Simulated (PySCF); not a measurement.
2-methyl-1,3-dioxole (C4H6O2), SMILES CC1OC=CO1. Atoms are numbered in the order given.

```xyz
12

C      1.8067     0.5046     0.0000
C      0.6766    -0.4982     0.0000
O     -0.1565    -0.3200     1.1388
C     -1.3034     0.2618     0.6663
C     -1.3034     0.2618    -0.6663
O     -0.1565    -0.3200    -1.1388
H      2.4298     0.3698    -0.8955
H      1.3964     1.5251     0.0000
H      2.4298     0.3698     0.8955
H      1.0528    -1.5363     0.0000
H     -2.0322     0.6060     1.3945
H     -2.0322     0.6060    -1.3945
```
Charge 0, spin multiplicity 1.

Coordinates come from a PBE0-D3(BJ)/def2-SVP optimisation. Other conformers were not sampled.

Calculation: PBE/def2-TZVP run with PySCF.

ESP charges are fitted to the potential on shells at 1.4 to 2.0 van der Waals radii. Atomic charges (e):

```tsv
atom	Löwdin	Mulliken	ESP fit
C1	-0.29	-0.36	-0.65
C2	-0.39	0.23	0.49
O3	0.26	-0.22	-0.24
C4	-0.31	-0.07	-0.18
C5	-0.31	-0.07	-0.18
O6	0.26	-0.22	-0.24
H7	0.13	0.12	0.17
H8	0.13	0.13	0.21
H9	0.13	0.12	0.17
H10	0.13	0.08	0.04
H11	0.14	0.13	0.20
H12	0.14	0.13	0.20
```

Computed Mayer and Wiberg (Löwdin basis) orders of the bonds:
| bond | Mayer | Wiberg |
|---|---|---|
| C1–C2 | 0.99 | 1.29 |
| C2–O3 | 1.01 | 1.39 |
| O3–C4 | 1.06 | 1.53 |
| C4–C5 | 1.83 | 2.02 |
| C2–O6 | 1.01 | 1.39 |
| C5–O6 | 1.06 | 1.53 |
| C1–H7 | 0.96 | 0.89 |
| C1–H8 | 0.96 | 0.89 |
| C1–H9 | 0.96 | 0.89 |
| C2–H10 | 0.95 | 0.85 |
| C4–H11 | 0.95 | 0.87 |
| C5–H12 | 0.95 | 0.87 |
